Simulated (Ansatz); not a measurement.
Consider the formal exchange of groups at a B–C bond: `N#CCB(O)F` + `[SiH3]Br` → `OB(F)[SiH2]Br` + `CC#N`.

Program: Ansatz. Geometries: PBE0-D4/def2-TZVP. ΔE: electronic, gas phase. CCSD(T)/CBS is the MP2 limit (def2-TZVPP, def2-QZVPP) plus CCSD(T) − MP2 in def2-TZVPP, frozen cores. This one scheme is used for every species. For Br outer-core shells are correlated without core-valence functions, which leaves a few kJ/mol of doubt a bond. Scalar relativity is left out up to krypton. Each species was taken in one conformer, which may not be the lowest.

`N#CCB(O)F`:

Cartesian coordinates in Å:
```
N -0.969 -2.399 -1.260
C -0.558 -1.628 -0.514
C -0.037 -0.652 0.419
B 0.122 0.811 -0.160
O 0.779 1.722 0.583
F -0.391 1.145 -1.338
H 0.931 -0.991 0.802
H -0.698 -0.601 1.291
H 0.821 2.593 0.177
```

`[SiH3]Br`:

Cartesian coordinates in Å:
```
Si -0.016 -0.154 -0.052
Br 0.202 1.941 0.648
H 1.239 -0.880 0.249
H -0.269 -0.136 -1.510
H -1.156 -0.770 0.665
```

`OB(F)[SiH2]Br`:

Z-matrix (Å, degrees):
```
Si
Br 1 2.245
B 1 2.036 2 105.0
H 1 1.483 2 107.4 3 121.4
H 1 1.483 2 107.4 3 -121.4
F 3 1.327 1 120.2 2 -180.0
O 3 1.342 1 122.3 2 0.0
H 7 0.964 3 112.9 1 -0.0
```

`CC#N`:

Cartesian coordinates in Å:
```
C -0.112 0.315 -0.354
C 0.222 -0.622 0.700
N 0.487 -1.364 1.536
H 0.789 0.609 -0.894
H -0.809 -0.145 -1.057
H -0.577 1.206 0.069
```

| species | CCSD(T)/CBS(def2) energy (Eh) |
| --- | --- |
| `N#CCB(O)F` | -332.48601 |
| `[SiH3]Br` | -2864.23411 |
| `OB(F)[SiH2]Br` | -3064.11870 |
| `CC#N` | -132.59492 |

**Question.** Work out ΔE.

**Answer.** ΔE = (-3064.11870) + (-132.59492) − (-332.48601) − (-2864.23411) = 0.00650 Eh = +17.1 kJ/mol.

Largest T1 diagnostic among the species: 0.013.

From PBE to PBE0 (25 % exact exchange), in def2-TZVPP and without D4, ΔE moves by +6.1 kJ/mol. Leaving LDA and LC-ωPBE aside and taking each functional with its dispersion term where it has one, the values, not all of them listed here, spread over 14.8 kJ/mol, from PBE-D4 to BHLYP-D4. At CCSD(T), def2-SVP lies +10.1 kJ/mol from the extrapolated value and def2-TZVPP +1.7 kJ/mol.
